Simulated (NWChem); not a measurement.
System: SnAsH$_{5}$; SMILES [SnH3][AsH2]

NWChem input:

```
start job
memory heap 200 mb stack 900 mb global 1100 mb
geometry units angstroms noautoz
  Sn    -0.017752    -1.075562     0.000766
  As    -0.042845     1.541280     0.006130
  H     -0.698275    -1.620885    -1.474766
  H     -0.986441    -1.628993     1.301916
  H      1.564586    -1.715399     0.163087
  H      1.129919     1.597714    -0.969914
  H      0.893868     1.590601     1.210839
end
basis spherical
  * library def2-svpd
end
ecp
  Sn library def2-ecp
end
dft
  xc xtpss03 ctpss03
  iterations 150
  mulliken
end
task dft energy
```

Parts of the log:

```
             Northwest Computational Chemistry Package (NWChem) 7.3.0
             --------------------------------------------------------

 C1  symmetry detected

                             Geometry "geometry" -> ""
                             -------------------------

 Output coordinates in angstroms (scale by  1.889725989 to convert to a.u.)

  No.       Tag          Charge          X              Y              Z
 ---- ---------------- ---------- -------------- -------------- --------------
    1 Sn                  50.0000    -0.00000338     1.02225918    -0.01206991
    2 As                  33.0000     0.00000303    -1.59455439    -0.04048187
    3 H                    1.0000    -1.39186022     1.57314777    -0.84689906
    4 H                    1.0000     1.39971642     1.57266702    -0.83394048
    5 H                    1.0000    -0.00730853     1.65966289     1.57953186
    6 H                    1.0000    -1.09699068    -1.64926041     1.02010011
    7 H                    1.0000     1.09651198    -1.64888111     1.02060451

 Effective nuclear repulsion energy (a.u.)     436.3476544385

                                 NWChem DFT Module
                                 -----------------

 Summary of "ao basis" -> "ao basis" (spherical)
 ------------------------------------------------------------------------------
       Tag                 Description            Shells   Functions and Types
 ---------------- ------------------------------  ------  ---------------------
 Sn                        def2-svpd                12       32   5s4p3d
 As                        def2-svpd                14       38   6s4p4d
 H                         def2-svpd                 4        8   2s2p

            General Information
            -------------------
          SCF calculation type: DFT
          Wavefunction type:  closed shell.
          No. of atoms     :     7
          No. of electrons :    60
           Alpha electrons :    30
            Beta electrons :    30
          Charge           :     0
          Spin multiplicity:     1
          Use of symmetry is: off; symmetry adaption is: off
          Maximum number of iterations: 150
          AO basis - number of functions:   110
                     number of shells:    46
          Convergence on energy requested:  1.00D-06
          Convergence on density requested:  1.00D-05
          Convergence on gradient requested:  5.00D-04

              XC Information
              --------------
                  TPSS metaGGA Exchange Functional  1.000
             TPSS03 metaGGA Correlation Functional  1.000

             Grid Information
             ----------------
          Grid used for XC integration:  medium
          Radial quadrature: Mura-Knowles
          Angular quadrature: Lebedev.
          Tag              B.-S. Rad. Rad. Pts. Rad. Cut. Ang. Pts.
          ---              ---------- --------- --------- ---------
          Sn                  1.45      123          11.0       590
          As                  1.15      112          12.0       590
          H                   0.35       45          12.0       434
          Grid pruning is: on
          Number of quadrature shells:   460
          Spatial weights used:  Erf1

      Superposition of Atomic Density Guess
      -------------------------------------

 Sum of atomic energies:       -2485.44892663

      Non-variational initial energy
      ------------------------------

 Total energy =   -2450.064000
 1-e energy   =   -3919.401459
 2-e energy   =    1255.426840
 HOMO         =      -0.278197
 LUMO         =       0.024249

     ---------------------------------------------
      Total Density - Mulliken Population Analysis
     ---------------------------------------------

    Atom       Charge   Shell Charges
 -----------   ------   -------------------------------------------------------
    1 Sn  22    21.62   1.60  0.42  0.96  0.33  0.01  3.25  2.76  1.32  0.84  9.75  0.35  0.06
    2 As  33    33.43   2.00  2.00  2.00  1.31  0.39  0.05  6.00  5.98  1.48  2.13  8.17  1.78  0.10  0.04
    3 H    1     1.08   0.66  0.40  0.01  0.01
    4 H    1     1.08   0.66  0.40  0.01  0.01
    5 H    1     1.07   0.66  0.40  0.01  0.01
    6 H    1     0.86   0.64  0.18  0.01  0.03
    7 H    1     0.86   0.64  0.18  0.01  0.03

   convergence    iter        energy       DeltaE   RMS-Dens  Diis-err
 ---------------- ----- ----------------- --------- --------- ---------
 d= 0,ls=0.0,diis     1  -2452.7310023326 -2.67D+03  8.36D-03  2.40D-01
 d= 0,ls=0.0,diis     2  -2452.7524023512 -2.14D-02  3.50D-03  1.14D-01
 d= 0,ls=0.0,diis     3  -2452.7608394036 -8.44D-03  1.86D-03  1.80D-02
 d= 0,ls=0.0,diis     4  -2452.7628061284 -1.97D-03  6.82D-04  1.75D-03
 d= 0,ls=0.0,diis     5  -2452.7631540174 -3.48D-04  1.45D-04  9.14D-05
  Resetting Diis
 d= 0,ls=0.0,diis     6  -2452.7631748049 -2.08D-05  2.39D-05  3.89D-06
 d= 0,ls=0.0,diis     7  -2452.7631753744 -5.69D-07  9.96D-06  1.26D-07

         Total DFT energy =    -2452.763175374365
      One electron energy =    -3919.755019244451
           Coulomb energy =     1355.859555851745
    Exchange-Corr. energy =     -102.778331674972
 Nuclear repulsion energy =      213.910619693313

 Numeric. integr. density =       60.000052794741

                       DFT Final Molecular Orbital Analysis
                       ------------------------------------

 Vector   28  Occ=2.000000D+00  E=-2.967065D-01
              MO Center=  6.7D-03,  1.2D+00, -4.9D-01, r^2= 3.5D+00
   Bfn.  Coefficient  Atom+Function         Bfn.  Coefficient  Atom+Function
  ----- ------------  ---------------      ----- ------------  ---------------
    12      0.364257  1 Sn px                71     -0.312087  3 H  s
    79      0.313565  4 H  s                 80      0.165759  4 H  s
    72     -0.164895  3 H  s                 15      0.145748  1 Sn px
     9     -0.124360  1 Sn px                 6     -0.116791  1 Sn px
    21     -0.106316  1 Sn d  1              95      0.101640  6 H  s

 Vector   29  Occ=2.000000D+00  E=-2.802173D-01
              MO Center= -2.1D-03, -2.2D-01, -5.6D-03, r^2= 4.5D+00
   Bfn.  Coefficient  Atom+Function         Bfn.  Coefficient  Atom+Function
  ----- ------------  ---------------      ----- ------------  ---------------
    50      0.268540  2 As pz                47      0.257318  2 As pz
    36     -0.214331  2 As s                 13      0.207065  1 Sn py
    14     -0.196591  1 Sn pz                95      0.182701  6 H  s
   103      0.182643  7 H  s                 71      0.176847  3 H  s
    79      0.175365  4 H  s                 46     -0.167172  2 As py

 Vector   30  Occ=2.000000D+00  E=-2.388230D-01
              MO Center= -1.3D-04, -1.0D+00,  1.6D-02, r^2= 3.8D+00
   Bfn.  Coefficient  Atom+Function         Bfn.  Coefficient  Atom+Function
  ----- ------------  ---------------      ----- ------------  ---------------
    46     -0.330082  2 As py                49     -0.328755  2 As py
    36      0.316275  2 As s                 13      0.286967  1 Sn py
    50     -0.264864  2 As pz                47     -0.201440  2 As pz
    43      0.200205  2 As py                35     -0.178941  2 As s
    87      0.146397  5 H  s                 44      0.125688  2 As pz

 Vector   31  Occ=0.000000D+00  E=-4.732102D-02
              MO Center= -2.8D-04,  7.4D-02,  8.1D-02, r^2= 7.6D+00
   Bfn.  Coefficient  Atom+Function         Bfn.  Coefficient  Atom+Function
  ----- ------------  ---------------      ----- ------------  ---------------
     4      1.341786  1 Sn s                  5     -1.113264  1 Sn s
    38      0.940905  2 As s                  3      0.545707  1 Sn s
    37     -0.547725  2 As s                 49     -0.413154  2 As py
    88     -0.379146  5 H  s                 46     -0.309699  2 As py
    72     -0.305299  3 H  s                 80     -0.305257  4 H  s

 Vector   32  Occ=0.000000D+00  E=-2.187125D-02
              MO Center= -3.1D-04, -7.8D-02,  1.2D-01, r^2= 8.7D+00
   Bfn.  Coefficient  Atom+Function         Bfn.  Coefficient  Atom+Function
  ----- ------------  ---------------      ----- ------------  ---------------
     4      1.364324  1 Sn s                 38     -0.990530  2 As s
     5     -0.968827  1 Sn s                 37      0.393548  2 As s
    36      0.360619  2 As s                 13      0.232822  1 Sn py
    88     -0.227041  5 H  s                 32     -0.212811  1 Sn d  2
    72     -0.201926  3 H  s                 80     -0.201859  4 H  s

 Vector   33  Occ=0.000000D+00  E=-1.565738D-02
              MO Center= -2.4D-04, -1.3D+00, -1.1D-03, r^2= 4.5D+00
   Bfn.  Coefficient  Atom+Function         Bfn.  Coefficient  Atom+Function
  ----- ------------  ---------------      ----- ------------  ---------------
    48      0.352736  2 As px                45      0.307842  2 As px
    69      0.258002  2 As d  1              95      0.239085  6 H  s
   103     -0.238470  7 H  s                 96      0.216127  6 H  s
   104     -0.214089  7 H  s                 15      0.197457  1 Sn px
    80     -0.185938  4 H  s                 72      0.183071  3 H  s

     ---------------------------------------------
      Total Density - Mulliken Population Analysis
     ---------------------------------------------

    Atom       Charge   Shell Charges
 -----------   ------   -------------------------------------------------------
    1 Sn  22    21.79   1.60  0.42  1.13  0.19  0.01  3.24  2.77  1.61  0.63  9.68  0.45  0.05
    2 As  33    33.30   2.00  2.00  1.99  1.45  0.19  0.10  6.00  5.97  1.59  1.89  8.11  1.79  0.17  0.04
    3 H    1     1.04   0.70  0.32  0.01  0.01
    4 H    1     1.04   0.70  0.32  0.01  0.01
    5 H    1     1.03   0.70  0.32  0.01  0.01
    6 H    1     0.91   0.72  0.13  0.01  0.04
    7 H    1     0.91   0.72  0.13  0.01  0.04

     -------------------------------------------
      Total Density - Lowdin Population Analysis
     -------------------------------------------

    Atom       Charge   Shell Charges
 -----------   ------   -------------------------------------------------------
    1 Sn  22    21.45   1.17  0.77  0.54  0.27  0.15  3.00  2.86  1.38  0.85  9.40  0.77  0.30
    2 As  33    32.53   2.00  2.00  1.95  0.80  0.33  0.18  5.99  5.80  1.60  1.58  7.79  2.04  0.26  0.19
    3 H    1     1.18   0.59  0.40  0.02  0.16
    4 H    1     1.18   0.59  0.40  0.02  0.16
    5 H    1     1.18   0.59  0.40  0.02  0.16
    6 H    1     1.24   0.59  0.31  0.03  0.32
    7 H    1     1.24   0.59  0.31  0.03  0.32

     Multipole analysis of the density
     ---------------------------------

     L   x y z        total         alpha         beta         nuclear
     -   - - -        -----         -----         ----         -------
     0   0 0 0     -0.000000    -30.000000    -30.000000     60.000000

     1   1 0 0     -0.000177     -0.000178     -0.000178      0.000179
     1   0 1 0      0.014808     27.052460     27.052460    -54.090112
     1   0 0 1      0.098008     -0.270319     -0.270319      0.638647

     2   2 0 0    -34.509052    -28.507417    -28.507417     22.505781
     2   1 1 0      0.000811     -0.000534     -0.000534      0.001880
     2   1 0 1      0.000133      0.000062      0.000062      0.000009
     2   0 2 0    -35.844569   -232.253371   -232.253371    428.662174
     2   0 1 1     -0.706752      2.376461      2.376461     -5.459674
     2   0 0 2    -35.436930    -28.515825    -28.515825     21.594720
```

Level: TPSS/def2-SVPD with def2 effective core potentials on Sn. Structure relaxed at the PBE0/def2-SVP level. def2 effective core potentials on Sn; no spin-orbit coupling.
